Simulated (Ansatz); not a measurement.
## Molecular dynamics of C₂H₆BFSi

The input (input.yaml):

```yaml
crystal:
  periodic: [false, false, false]
  atoms:
    - { symbol: C, position_ang: [-0.776339, 0.712899, 1.073865] }
    - { symbol: C, position_ang: [-0.297739, -0.419913, 0.111895] }
    - { symbol: Si, position_ang: [1.432055, -0.560121, -0.721915] }
    - { symbol: B, position_ang: [-0.304304, -0.256388, -1.456078] }
    - { symbol: F, position_ang: [-1.098319, 0.197641, -2.405967] }
    - { symbol: H, position_ang: [-0.442575, 1.709743, 0.71848] }
    - { symbol: H, position_ang: [-0.37068, 0.569796, 2.098582] }
    - { symbol: H, position_ang: [-1.884996, 0.738406, 1.152374] }
    - { symbol: H, position_ang: [-0.62709, -1.415618, 0.475346] }
    - { symbol: H, position_ang: [2.376558, 0.527651, -0.49772] }
    - { symbol: H, position_ang: [2.058631, -1.860995, -0.528261] }
basis:
  gaussian: { orbitals: STO-3G }
hamiltonian:
  xc: blyp
  dispersion: d4
md:
  timestep: 1.0
  n_steps: 600
  ensemble: nve
  temperature: 300.0
  initial_velocities: maxwell_boltzmann
  seed: 73780
scf:
  lower_state_search: "off"
```

Run as:

```bash
$ ansatz run input.yaml --threads 1 --pin off --max-ram 2048MiB --backend cpu --events-out ev --progress --plain --runs-dir out
```

It starts from a relaxed structure.

Output, in part (step lines, the closing report, with atoms numbered from 0):

```
md step     0: t =     0.00 fs  T =   300.0 K  F+E_penalty+E_count = -13274.33294292 eV  E_kin = 0.349002 eV  conserved = -13273.98394092 eV  (14 SCF iters)
[... lines left out ...]
Total energy: -13274.17507297 eV, -487.8169363728 hartree
Atom 0 at    -0.816437     0.727225     1.019428 Å, force     1.515356     0.511647     1.145749 eV/Å
Atom 1 at    -0.287258    -0.429933     0.122738 Å, force    -0.141496    -0.548308    -0.262531 eV/Å
Atom 2 at     1.442007    -0.565346    -0.722881 Å, force     0.872849    -0.590554    -0.134481 eV/Å
Atom 3 at    -0.309384    -0.278473    -1.447483 Å, force     0.505378     0.065737     0.171565 eV/Å
Atom 4 at    -1.105995     0.212674    -2.368007 Å, force    -0.215128     0.062494    -0.242057 eV/Å
Atom 5 at    -0.320712     1.685826     0.700912 Å, force    -0.551385    -0.296936    -0.024896 eV/Å
Atom 6 at    -0.475062     0.601879     2.098202 Å, force    -0.490778    -0.102142    -0.777759 eV/Å
Atom 7 at    -1.915154     0.861929     1.012951 Å, force    -0.129411    -0.086089    -0.121574 eV/Å
Atom 8 at    -0.577214    -1.445890     0.467125 Å, force    -0.205561     0.129147     0.196293 eV/Å
Atom 9 at     2.448129     0.461421    -0.464635 Å, force    -0.256843     0.265401    -0.110087 eV/Å
Atom 10 at     2.224649    -1.848422    -0.657026 Å, force    -0.902982     0.589604     0.159779 eV/Å
Dipole moment:    -0.060490    -0.007464    -0.141136 e Å
```

The steps, from the saved trajectory:

```csv
time (fs),T (K),potential energy less start (eV),conserved less start (meV/atom)
0.0,300,0.000,0.00
20.0,177,0.145,0.22
40.0,105,0.231,0.41
60.0,141,0.190,0.52
80.0,169,0.160,0.61
100.0,181,0.145,0.59
120.0,99,0.240,0.62
140.0,98,0.241,0.53
160.0,220,0.097,0.38
180.0,159,0.170,0.55
200.0,99,0.241,0.67
220.0,115,0.223,0.65
240.0,169,0.159,0.53
260.0,196,0.125,0.34
280.0,140,0.189,0.26
300.0,138,0.191,0.24
320.0,234,0.079,0.18
340.0,196,0.125,0.34
360.0,99,0.240,0.54
380.0,108,0.230,0.58
400.0,173,0.154,0.52
420.0,195,0.128,0.49
440.0,136,0.197,0.51
460.0,82,0.260,0.56
480.0,165,0.162,0.51
500.0,212,0.107,0.48
520.0,121,0.215,0.56
540.0,115,0.220,0.51
560.0,151,0.177,0.38
580.0,184,0.139,0.32
600.0,168,0.158,0.39
```

The run went to its last step. The conserved energy stayed within 0.86 meV per atom of its start (net change 0.39 meV per atom), so the integration is sound. The temperature averaged 0.50 of the 300 K drawn at the start: a run that starts near a minimum puts about half its kinetic energy into the potential. A run of 0.6 ps of so small a system gives no equilibrium averages. Limits of this set-up: minimal basis.

The same pairs are bonded in the first frame and the last. Pairs count as bonded within 1.25 times the sum of covalent radii (0.12 Å more for H–H).

Last frame:

```xyz
11
Properties=species:S:1:pos:R:3
C -0.816 0.727 1.019
C -0.287 -0.430 0.123
Si 1.442 -0.565 -0.723
B -0.309 -0.279 -1.448
F -1.106 0.213 -2.368
H -0.321 1.686 0.701
H -0.475 0.602 2.098
H -1.915 0.862 1.013
H -0.577 -1.446 0.467
H 2.448 0.461 -0.465
H 2.225 -1.848 -0.657
```

The run took 12 min on 1 thread of Intel(R) Xeon(R) Platinum 8375C CPU @ 2.90GHz (Ice Lake), with other jobs on the host, peak memory 0.096 GiB.
